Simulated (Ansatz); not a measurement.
The inner images of a band of CH$_{8}$GeSi (11 atoms, charge 0, multiplicity 1) are given out of order.

The calculation used RKS B3LYP-D4/def2-SVP (Ansatz 0.2.0).

Initial state:

```xyz
11
Properties=species:S:1:pos:R:3
Si 0.005 0.366 0.822
Ge 0.402 1.100 -1.423
H -0.868 0.919 -2.286
H 0.809 2.588 -1.489
H 1.529 0.271 -2.083
H -1.110 1.175 1.402
H 1.230 0.625 1.638
C -0.432 -1.475 0.850
H 0.399 -2.079 0.455
H -0.642 -1.812 1.879
H -1.323 -1.678 0.235
```

Final state:

```xyz
11
Properties=species:S:1:pos:R:3
Si -0.307 0.441 0.875
Ge 1.416 0.771 -1.688
H -0.130 1.086 -0.502
H 1.119 2.316 -1.980
H 0.230 0.294 -2.655
H -1.618 1.004 1.311
H 0.778 0.947 1.754
C -0.361 -1.426 0.740
H 0.603 -1.825 0.388
H -0.585 -1.869 1.724
H -1.147 -1.739 0.034
```

Problem. Put them in order from the first end to the last, with their energies above the first end.
A.
```xyz
11
Properties=species:S:1:pos:R:3
Si 0.053 0.411 0.893
Ge 0.471 1.062 -1.363
H -1.030 1.176 -1.696
H 1.131 2.407 -1.725
H 1.027 -0.052 -2.280
H -1.198 1.165 1.214
H 1.059 0.724 1.948
C -0.321 -1.438 0.779
H 0.594 -1.998 0.529
H -0.729 -1.834 1.721
H -1.057 -1.624 -0.020
```
B.
```xyz
11
Properties=species:S:1:pos:R:3
Si -0.026 0.376 0.825
Ge 0.383 1.103 -1.422
H -0.939 1.139 -2.223
H 1.014 2.510 -1.483
H 1.336 0.123 -2.144
H -1.190 1.140 1.370
H 1.163 0.688 1.675
C -0.381 -1.481 0.849
H 0.500 -2.046 0.506
H -0.635 -1.823 1.865
H -1.224 -1.728 0.183
```
C.
```xyz
11
Properties=species:S:1:pos:R:3
Si 0.001 0.398 0.866
Ge 0.388 1.090 -1.393
H -1.015 1.229 -2.021
H 1.129 2.430 -1.584
H 1.142 0.001 -2.190
H -1.213 1.137 1.330
H 1.119 0.723 1.801
C -0.335 -1.464 0.815
H 0.580 -2.014 0.543
H -0.697 -1.847 1.782
H -1.099 -1.683 0.051
```
D.
```xyz
11
Properties=species:S:1:pos:R:3
Si 0.052 0.424 0.885
Ge 0.638 1.029 -1.334
H -0.900 1.092 -1.369
H 1.067 2.420 -1.824
H 0.908 -0.066 -2.383
H -1.225 1.168 1.133
H 0.988 0.759 1.988
C -0.325 -1.422 0.748
H 0.593 -1.980 0.506
H -0.731 -1.803 1.697
H -1.064 -1.621 -0.046
```
E.
```xyz
11
Properties=species:S:1:pos:R:3
Si -0.071 0.445 0.777
Ge 1.126 0.958 -1.337
H -0.536 1.001 -0.870
H 0.868 2.396 -1.885
H 0.598 0.014 -2.465
H -1.323 1.153 1.188
H 0.937 0.822 1.815
C -0.353 -1.412 0.700
H 0.576 -1.948 0.455
H -0.711 -1.768 1.680
H -1.111 -1.662 -0.057
```
F.
```xyz
11
Properties=species:S:1:pos:R:3
Si -0.220 0.441 0.812
Ge 1.381 0.905 -1.494
H -0.287 1.035 -0.629
H 0.874 2.352 -1.930
H 0.457 0.113 -2.524
H -1.476 1.078 1.301
H 0.900 0.914 1.666
C -0.375 -1.423 0.712
H 0.575 -1.901 0.431
H -0.693 -1.820 1.689
H -1.137 -1.693 -0.035
```
G.
```xyz
11
Properties=species:S:1:pos:R:3
Si 0.009 0.434 0.841
Ge 0.868 0.992 -1.314
H -0.709 1.042 -1.104
H 0.968 2.420 -1.870
H 0.743 -0.041 -2.447
H -1.265 1.164 1.145
H 0.960 0.786 1.922
C -0.341 -1.415 0.719
H 0.582 -1.963 0.477
H -0.722 -1.779 1.686
H -1.092 -1.641 -0.054
```

Solution. B (+0.1 kcal/mol), C (+0.8 kcal/mol), A (+4.0 kcal/mol), D (+13.5 kcal/mol), G (+29.6 kcal/mol), E (+37.8 kcal/mol), F (+32.5 kcal/mol).

The run took 6.1 min on 2 threads of Arm Neoverse N1, with other jobs on the host, peak memory 0.26 GiB.
